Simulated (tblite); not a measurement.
C4H9NOSi.
Geometry (GFN2-xTB, Å), atoms numbered from 1 in this order:
```xyz
16
C4H9NOSi angstrom
O     -2.851   -0.214    0.419
C     -2.151    0.167   -0.478
C     -0.697   -0.142   -0.657
C     -0.162   -1.170    0.339
N      1.282   -1.043    0.315
Si     1.860    0.527   -0.051
C      0.112    1.154   -0.478
H     -2.547    0.851   -1.257
H     -0.534   -0.507   -1.676
H     -0.581   -0.966    1.333
H     -0.458   -2.183    0.049
H      1.773   -1.746    0.840
H      2.439    1.299    1.053
H      2.760    0.476   -1.206
H     -0.301    1.731    0.350
H      0.049    1.776   -1.368
```

Level: GFN2-xTB in tblite, geometry and Hessian alike; calculated harmonic values, unscaled, isolated species. Errors from tens to a few hundred cm⁻¹ against measured bands are possible. Modes of hydrogen on silicon can be 10 to 20 % off. One conformer, not necessarily the lowest.

Harmonic wavenumbers (cm⁻¹): 58.0, 112.7, 145.0, 219.6, 311.9, 375.7, 415.8, 486.6, 522.8, 537.3, 656.7, 685.3, 751.1, 788.1, 803.6, 849.9, 872.6, 919.7, 987.3, 1038.9, 1088.0, 1118.1, 1138.4, 1180.0, 1213.5, 1235.1, 1271.8, 1303.3, 1358.0, 1385.7, 1488.6, 1500.1, 1780.7, 2222.0, 2254.8, 2738.6, 2889.0, 2935.7, 2946.6, 2987.0, 3022.1, 3491.8.

A = 5032, B = 1424, C = 1206 MHz; mass 115.045 u (most abundant isotopes); point group C1, symmetry number 1.

Task: Zero-point energy?

Result: Half the sum of the wavenumbers: 27044 cm⁻¹ = 77.32 kcal/mol.

Task: What is S at 298.15 K and 1 bar for an ideal gas of classical rigid rotors and harmonic oscillators?

Result: Translation 40.16, rotation 28.01, vibration 20.04: S = 88.2 cal/(mol K).

Task: And Cp and H(298.15 K) − H(0)?

Result: Cp = 32.11 cal/(mol K), of which vibrations give 24.16 (their classical limit is 42 R = 83.5); H(298.15 K) − H(0) = 5.70 kcal/mol without the zero-point energy, 3.33 from vibrations.

Task: Which modes carry the vibrational entropy at 298.15 K?

Result: 58.0 cm⁻¹: 4.52; 112.7 cm⁻¹: 3.22; 145.0 cm⁻¹: 2.74; 219.6 cm⁻¹: 1.96; 311.9 cm⁻¹: 1.35; 375.7 cm⁻¹: 1.06 cal/(mol K); the other 36 give 5.19 together.

Task: What must be added to the electronic energy to get the Gibbs energy at 298.15 K and 1 bar?

Result: ZPE + [H(298.15 K) − H(0)] − T·S = 77.32 + 5.70 − 26.30 = 56.72 kcal/mol.

Task: How do the functions run with temperature in this model?

Result: 
```tsv
T (K)	S (cal/(mol K))	Cp (cal/(mol K))	H − H(0) (kcal/mol)	G − H(0) (kcal/mol)	ln q(vib)
50	55.7	11.1	0.46	-2.33	0.27
100	64.6	14.9	1.11	-5.35	0.99
373.15	96.1	38.7	8.36	-27.52	5.91
500	108.9	48.3	13.90	-40.53	8.42
750	131.1	61.3	27.73	-70.60	13.38
1000	150.0	69.7	44.18	-105.81	18.10
```

q(vib) and H(0) count from the zero-point level.

Task: Blend soft modes into free rotors: weight 1/[1 + (100 cm⁻¹/ν̃)⁴] for the oscillator and the rest for a rotor with moment μB/(μ + B), μ = h/(8π²ν), B = 10⁻⁴⁴ kg m². What vibrational entropy results?

Result: 18.81 cal/(mol K) in place of 20.04, which changes −T·S at 298.15 K by +0.37 kcal/mol.

Hindered rotation and anharmonicity are outside this model. Other conformers, if any are populated, would add a mixing term that is left out. The structure is chiral; the term R ln 2 for an equal mix with its mirror image is left out.
